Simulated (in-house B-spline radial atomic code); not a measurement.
# Binding energies in W III (W2+)

NIST's tabulated ground configuration is [Xe] 4f14 5d4; each binding energy is the energy of the ion with one electron taken from that subshell, relaxed, less that of the parent. Level of theory: Dirac-Kohn-Sham PBE0, spherical fractional occupations, Fermi nucleus of rms radius 5.3658 fm; calculated with a radial B-spline atomic code at the basis-set limit. Energies include first-order Breit, QED and recoil terms.

Caution: exact exchange at fractional occupations of open shells leaves self-interaction of up to several eV.

```
subshell  X-ray name  binding energy (eV)  -ε (eV)  relaxation (eV)
      1s           K              69710.2  69537.4           -482.9
      2s          L1              12083.9  12044.2            -82.0
   2p1/2          L2              11580.3  11513.7           -107.4
   2p3/2          L3              10235.5  10160.3           -101.4
      3s          M1               2814.9   2802.1            -21.4
   3p1/2          M2                 2581   2565.6            -23.2
   3p3/2          M3               2291.3   2271.8            -24.2
   3d3/2          M4               1901.2   1874.5            -29.6
   3d5/2          M5               1838.9   1810.8            -30.1
      4s          N1                607.7    599.5            -10.1
   4p1/2          N2                509.5    501.1            -10.0
   4p3/2          N3                  443    432.8            -11.1
   4d3/2          N4                281.5    271.0            -10.9
   4d5/2          N5                269.4    258.3            -11.3
      5s          O1                105.7     99.4             -6.6
   5p1/2          O2                75.59    69.53            -6.26
   5p3/2          O3                65.99    59.55            -6.53
   4f5/2          N6                65.89    55.36           -10.38
   4f7/2          N7                63.84    53.07           -10.54
      5d        O4,5                25.01    19.67            -5.33
```

Relaxation = -ε minus the binding energy without Breit, QED and recoil terms. With a density functional, K lines can miss by some tenths of a per cent, more in light atoms. For a density functional the relaxation so defined is negative, because -ε of a Kohn-Sham level is smaller than the binding energy.

Emission lines follow as differences of binding energies, with λ = 12398.42 eV·Å / E:

| line | holes | energy (eV) | wavelength (Å) |
| --- | --- | --- | --- |
| K-L3 | 1s → 2p3/2 | 59474.7 | 0.20847 |
| K-L2 | 1s → 2p1/2 | 58129.9 | 0.21329 |
| K-M3 | 1s → 3p3/2 | 67418.9 | 0.1839 |
| L3-M5 | 2p3/2 → 3d5/2 | 8396.6 | 1.4766 |
| L2-M4 | 2p1/2 → 3d3/2 | 9679.1 | 1.2809 |
| L1-M3 | 2s → 3p3/2 | 9792.6 | 1.2661 |
| L3-M1 | 2p3/2 → 3s | 7420.6 | 1.6708 |
| L2-N4 | 2p1/2 → 4d3/2 | 11298.8 | 1.0973 |
| M5-N7 | 3d5/2 → 4f7/2 | 1775.1 | 6.9848 |
| M4-N6 | 3d3/2 → 4f5/2 | 1835.3 | 6.7555 |

Q: What screening constant σ does Moseley's law, E = (3/4)·13.6057 eV·(Z - σ)², need for K-L3?

A: σ = -2.34.

Moseley's non-relativistic formula needs a falling, then negative, screening constant for heavy elements, because relativity binds the 1s electron more strongly than the formula allows.

Q: What does it cost to remove both a 1s and a 4s electron?

A: 70357 eV, which is 39.68 eV more than the two single binding energies together.

Q: What does it cost to remove both a 3d3/2 and a 4s electron?

A: 2540.8 eV, which is 31.94 eV more than the two single binding energies together.

Q: What does it cost to remove both a 2s and a 5s electron?

A: 12208 eV, which is 18.94 eV more than the two single binding energies together.
